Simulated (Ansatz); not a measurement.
`[AlH2][NH][SiH3]` + `[SiH3][SeH]` → `[AlH2][Se][SiH3]` + `N[SiH3]`  (ligand exchange at the Al–N bond)

Calculated with Ansatz (gas phase, PBE0-D4/def2-TZVP geometries, no zero-point term in ΔE). CCSD(T)/CBS adds triple-zeta CCSD(T) − MP2 to the extrapolated MP2 energy (def2 sets, frozen cores). This one scheme is used for every species. Functionals use def2-TZVPP. B3LYP here is the variant with VWN-RPA as its local correlation; programs differ in this. For Se outer-core shells are correlated without core-valence functions, which leaves a few kJ/mol of doubt a bond. Scalar relativity is left out up to krypton.

`[AlH2][NH][SiH3]`:

```xyz
9

Al    0.338    1.499    0.902
N    -0.552    0.313   -0.087
Si   -0.050   -1.242   -0.646
H     1.803    1.131    1.365
H    -0.401    2.854    1.255
H    -1.488    0.578   -0.368
H    -0.931   -2.332   -0.140
H     1.331   -1.467   -0.147
H    -0.050   -1.333   -2.133
```

`[SiH3][SeH]`:

Z-matrix (Å, degrees):
```
Si
Se 1 2.279
H 1 1.484 2 111.4
H 1 1.484 2 111.5 3 -122.1
H 1 1.483 2 104.9 3 119.0
H 2 1.469 1 93.0 3 60.4
```

`[AlH2][Se][SiH3]`:

Cartesian coordinates in Å:
```
Al 1.177 0.125 -1.501
Se -0.048 -1.544 -0.474
Si -0.916 -0.181 1.140
H 1.104 1.586 -0.898
H 2.035 -0.273 -2.765
H -1.787 -1.033 1.987
H -1.724 0.909 0.539
H 0.159 0.411 1.973
```

`N[SiH3]`:

```xyz
7

N     0.893   -0.425    0.398
Si   -0.514    0.227   -0.345
H     0.816   -1.249    0.973
H     1.599    0.196    0.760
H    -1.230   -0.884   -1.022
H    -1.489    0.891    0.572
H    -0.076    1.244   -1.336
```

```tsv
level	ΔE (kcal/mol)
revPBE-D4	-6.3
B3LYP-D4	-4.8
CAM-B3LYP-D4	-4.0
ωB97M-V	-5.5
CCSD/def2-SVP	-3.2
HF/def2-TZVPP	-5.7
SCS-MP2/def2-TZVPP	-4.9
CCSD/CBS(def2)	-5.9
```

What does CCSD(T)/CBS give? (Estimate.)

Ansatz gave: -6.0 kcal/mol. The listed levels differ from it by -0.3, 1.2, 2.0, 0.5, 2.8, 0.3, 1.1, 0.1 kcal/mol.

What do rigid-rotor, harmonic-oscillator terms from PBE0-D4/def2-TZVP frequencies (298.15 K, 1 bar) make of the CCSD(T)/CBS value? (Best estimate.)

The calculation gave: ΔZPE = +1.8 kcal/mol, ΔH = -3.9 kcal/mol, ΔS = 8 J/(mol·K), ΔG = -4.5 kcal/mol.

Largest T1 diagnostic among the species: 0.011.

At CCSD(T), def2-SVP lies +2.9 kcal/mol from the extrapolated value and def2-TZVPP +1.1 kcal/mol. Leaving LDA and LC-ωPBE aside and taking each functional with its dispersion term where it has one, the values, not all of them listed here, spread over 3.4 kcal/mol, from HSE06-D4 to BLYP-D4. LDA lies +0.7 kcal/mol from PBE without D4. From BLYP to BHLYP (50 % exact exchange), in def2-TZVPP and without D4, ΔE moves by −1.2 kcal/mol.
